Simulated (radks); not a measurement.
Polarisability of the tin ion Sn5+, [Kr] 4d9, at imaginary frequency. Calculated with a radial shooting solver on a logarithmic mesh with Libxc functionals: scalar-relativistic Kohn-Sham, LDA (Slater exchange, Perdew-Wang correlation), spin-polarised, spherical densities, finite nucleus; open shells are filled with parallel spins first (spin-orbit coupling, left out, can overturn this in heavy ions); Fermi nuclear charge, rms radius 4.6519 fm. Response by self-consistent Sternheimer equations with the Hartree and adiabatic LDA kernel, the relativistic mass of each level held fixed and spin-orbit coupling left out.

w (hartree),alpha1(iw) (bohr^3)
0.00266,1.884
0.0143,1.884
0.0360,1.883
0.0697,1.882
0.118,1.878
0.186,1.870
0.280,1.853
0.413,1.818
0.605,1.750
0.892,1.623
1.35,1.401
2.12,1.057
3.59,0.6276
6.94,0.2550
17.5,0.06115

Static values: alpha1 = 1.884 bohr^3 (0.2792 angstrom^3; uncoupled 2.790). C6 = 6.554, triple-dipole C9 = 8.894 atomic units. One-pole (London) frequency 4 C6 / (3 alpha1^2) = 2.462 hartree, against 3.173 for minus the highest occupied eigenvalue.
